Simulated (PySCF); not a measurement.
isopropylamine (C3H9N), singlet, geometry from GFN2-xTB; B3LYP/6-31G*, polarisability by finite fields in PySCF.

Here is a job for PySCF.
```python
from pyscf import gto, scf, dft

mol = gto.M(
    atom='''
C    -0.55105503    1.21127971    0.55105219
C    -0.01665718    0.10649214   -0.35677557
C     1.41672569   -0.25882784    0.02037526
N    -0.85419502   -1.07464949   -0.19035718
H     0.08110938    2.09312036    0.48919171
H    -0.57125383    0.85838895    1.57848389
H    -1.56244281    1.48852622    0.26115788
H    -0.01983257    0.47906027   -1.40065685
H     1.80377599   -1.02633918   -0.64665397
H     1.43777943   -0.64253792    1.03668185
H     2.06111231    0.61388174   -0.04478134
H    -0.53013327   -1.82750065   -0.78764755
H    -1.81483042   -0.86771740   -0.44118662
''',
    basis='6-31g*',
    verbose=4,
)

mf = dft.RKS(mol)
mf.xc = 'b3lyp'
mf.conv_tol = 1e-11
mf.kernel()
h0, z, done = mf.get_hcore(), mol.intor('int1e_r')[2], []
def energy(F):
    f = mf.copy()
    f.scf_summary = {}
    f.get_hcore = lambda *a: h0 + F * z
    e = f.kernel(mf.make_rdm1())
    done.append(f.converged)
    return e
F = 0.02
alpha = -(energy(F) + energy(-F) - 2 * mf.e_tot) / F**2
print('alpha_zz =', alpha)
```

What the program printed (banner, timings and long lists left out):

```
PySCF version 2.14.0

[INPUT] verbose = 4
[INPUT] num. atoms = 13
[INPUT] num. electrons = 34
[INPUT] charge = 0
[INPUT] spin (= nelec alpha-beta = 2S) = 0
[INPUT] symmetry False subgroup None
[INPUT] Mole.unit = angstrom
[INPUT] Symbol           X                Y                Z      unit          X                Y                Z       unit  Magmom
[...]
nuclear repulsion = 136.094917960033
number of shells = 42
number of NR pGTOs = 144
number of NR cGTOs = 74
basis = 6-31g*
ecp = {}

******** <class 'pyscf.dft.rks.RKS'> ********
method = RKS
initial guess = minao
damping factor = 0
level_shift factor = 0
DIIS = <class 'pyscf.scf.diis.CDIIS'>
diis_start_cycle = 1
diis_space = 8
diis_damp = 0
SCF conv_tol = 1e-11
SCF conv_tol_grad = None
SCF max_cycles = 50
direct_scf = True
direct_scf_tol = 1e-13
XC library pyscf.dft.libxc version 7.1.2
    S. Lehtola, C. Steigemann, M. J. T. Oliveira, and M. A. L. Marques,  SoftwareX 7, 1–5 (2018)
XC functionals = b3lyp
    P. J. Stephens, F. J. Devlin, C. F. Chabalowski, and M. J. Frisch,  J. Phys. Chem. 98, 11623 (1994)
radial grids:
    Treutler-Ahlrichs [JCP 102, 346 (1995); DOI:10.1063/1.469408] (M4) radial grids

becke partition: Becke, JCP 88, 2547 (1988); DOI:10.1063/1.454033
pruning grids: <function nwchem_prune>
grids dens level: 3
symmetrized grids: False
atomic radii adjust function: <function treutler_atomic_radii_adjust>
small_rho_cutoff = 0
Set gradient conv threshold to 3.16228e-06
Initial guess from minao.
tot grids = 144528
init E= -174.607817092867
[...]
cycle= 1 E= -174.417984187441  delta_E= 0.19  |g|= 0.505  |ddm|= 2.93
[...]
cycle= 2 E= -174.386878891323  delta_E= 0.0311  |g|= 0.626  |ddm|= 1.12
[...]
cycle= 3 E= -174.482862922424  delta_E= -0.096  |g|= 0.0417  |ddm|= 0.635
[...]
cycle= 4 E= -174.483143524069  delta_E= -0.000281  |g|= 0.0218  |ddm|= 0.0538
[...]
cycle= 5 E= -174.483251803064  delta_E= -0.000108  |g|= 0.00264  |ddm|= 0.0205
[...]
cycle= 6 E= -174.483253224945  delta_E= -1.42e-06  |g|= 0.000893  |ddm|= 0.00292
[...]
cycle= 7 E= -174.483253408541  delta_E= -1.84e-07  |g|= 0.000121  |ddm|= 0.000822
[...]
cycle= 8 E= -174.483253412124  delta_E= -3.58e-09  |g|= 2.09e-05  |ddm|= 0.000145
[...]
cycle= 9 E= -174.483253412242  delta_E= -1.18e-10  |g|= 2.69e-06  |ddm|= 3.09e-05
[...]
cycle= 10 E= -174.483253412246  delta_E= -3.52e-12  |g|= 4.55e-07  |ddm|= 4.93e-06
[...]
Extra cycle  E= -174.483253412245  delta_E= 5.68e-13  |g|= 3.59e-07  |ddm|= 8.54e-07
[...]
converged SCF energy = -174.483253412245
[...]
[...]
cycle= 5 E= -174.480665592098  delta_E= -3.65e-07  |g|= 0.000602  |ddm|= 0.00167
[...]
cycle= 6 E= -174.480665682104  delta_E= -9e-08  |g|= 4.84e-05  |ddm|= 0.00057
[...]
cycle= 7 E= -174.480665682761  delta_E= -6.57e-10  |g|= 1.02e-05  |ddm|= 7.52e-05
[...]
cycle= 8 E= -174.480665682783  delta_E= -2.2e-11  |g|= 5.59e-06  |ddm|= 1.57e-05
[...]
cycle= 9 E= -174.480665682789  delta_E= -6.08e-12  |g|= 5.28e-07  |ddm|= 5.71e-06
[...]
Extra cycle  E= -174.480665682789  delta_E= -2.84e-13  |g|= 4.96e-07  |ddm|= 1.19e-06
converged SCF energy = -174.480665682789

******** <class 'pyscf.dft.rks.RKS'> ********
method = RKS
initial guess = minao
damping factor = 0
level_shift factor = 0
DIIS = <class 'pyscf.scf.diis.CDIIS'>
diis_start_cycle = 1
diis_space = 8
diis_damp = 0
SCF conv_tol = 1e-11
SCF conv_tol_grad = None
SCF max_cycles = 50
direct_scf = True
direct_scf_tol = 1e-13
XC library pyscf.dft.libxc version 7.1.2
    S. Lehtola, C. Steigemann, M. J. T. Oliveira, and M. A. L. Marques,  SoftwareX 7, 1–5 (2018)
XC functionals = b3lyp
    P. J. Stephens, F. J. Devlin, C. F. Chabalowski, and M. J. Frisch,  J. Phys. Chem. 98, 11623 (1994)
radial grids:
    Treutler-Ahlrichs [JCP 102, 346 (1995); DOI:10.1063/1.469408] (M4) radial grids

becke partition: Becke, JCP 88, 2547 (1988); DOI:10.1063/1.454033
pruning grids: <function nwchem_prune>
grids dens level: 3
symmetrized grids: False
atomic radii adjust function: <function treutler_atomic_radii_adjust>
small_rho_cutoff = 0
Set gradient conv threshold to 3.16228e-06
init E= -174.492977219697
[...]
cycle= 1 E= -174.498542234385  delta_E= -0.00557  |g|= 0.0729  |ddm|= 0.534
[...]
cycle= 2 E= -174.499226400283  delta_E= -0.000684  |g|= 0.0598  |ddm|= 0.196
[...]
cycle= 3 E= -174.500104589547  delta_E= -0.000878  |g|= 0.0143  |ddm|= 0.0761
[...]
cycle= 4 E= -174.500148658332  delta_E= -4.41e-05  |g|= 0.00112  |ddm|= 0.0134
[...]
cycle= 5 E= -174.500148886835  delta_E= -2.29e-07  |g|= 0.000498  |ddm|= 0.00136
[...]
cycle= 6 E= -174.500148946236  delta_E= -5.94e-08  |g|= 5.16e-05  |ddm|= 0.000443
[...]
cycle= 7 E= -174.500148946964  delta_E= -7.27e-10  |g|= 9.15e-06  |ddm|= 7.8e-05
[...]
cycle= 8 E= -174.500148946984  delta_E= -1.97e-11  |g|= 4.33e-06  |ddm|= 1.37e-05
[...]
cycle= 9 E= -174.500148946988  delta_E= -3.87e-12  |g|= 6.42e-07  |ddm|= 4.59e-06
[...]
Extra cycle  E= -174.500148946987  delta_E= 9.09e-13  |g|= 6.56e-07  |ddm|= 1.3e-06
converged SCF energy = -174.500148946987
alpha_zz = 35.769513213494974
```
